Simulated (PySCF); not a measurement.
## Vertical excitation energies

Species: 1,5,5-trimethylcyclopentadiene, C8H12.
SMILES: `CC1=CC=CC1(C)C`

The calculation used PySCF 2.14.0, density-fitted response routines, TDDFT PBE0/def2-SVPD, vertical, gas phase, core orbitals frozen in the response. Geometry: GFN2-xTB; no solvent, vibrations or thermal averaging.

Task: What does the calculation give for the low-lying excited states?

Result: 

| state | λ (nm) | E (eV) | f | \|μ\| (D) | symmetry | main configurations (H = HOMO, L = LUMO) |
| --- | --- | --- | --- | --- | --- | --- |
| S1 | 253.4 | 4.89 | 0.090 | 2.20 | A′ | H→L (98%) |
| S2 | 217.3 | 5.71 | 0.0025 | 0.34 | A″ | H→L+1 (97%) |
| S3 | 193.6 | 6.41 | 0.0025 | 0.32 | A″ | H→L+2 (62%), H→L+3 (36%) |
| S4 | 190.8 | 6.50 | 0.0034 | 0.37 | A″ | H→L+3 (61%), H→L+2 (36%) |
| S5 | 186.6 | 6.64 | 0.0031 | 0.35 | A′ | H→L+4 (45%), H-1→L (40%), H→L+6 (15%) |
| S6 | 178.6 | 6.94 | 0.0011 | 0.20 | – | H-2→L (96%) |

Triplets, Tamm–Dancoff:

```tsv
state	E (eV)	λ (nm)	main configurations (H = HOMO, L = LUMO)
T1	2.97	417.4	H→L (96%)
T2	5.03	246.3	H-1→L (44%), H→L+6 (36%), H→L+4 (13%)
```

The lowest singlet lies at 4.89 eV (253 nm, ultraviolet) and is of moderate strength; its leading configuration is HOMO→LUMO (98%). The lowest level is also the most intense of those listed (f = 0.090). Löwdin shares by element: HOMO carbon 81% or more (atoms not listed hold the other 19%); LUMO carbon 71% or more (atoms not listed hold the other 29%). Of the 6 states listed, 1 reaches f = 0.01 and none stays under 0.0005. Weighted by f, the mean energy of these states is 5.08 eV. The oscillator strengths of these states sum to 0.103; summed over the whole spectrum of an exact calculation they would give the number of electrons, 60 (Thomas–Reiche–Kuhn). Symmetry labels in Cs follow from the direction of the transition dipole and are given only for states with f of 0.002 or more. Only the lowest 6 singlets were computed, as vertical energies without vibronic structure.
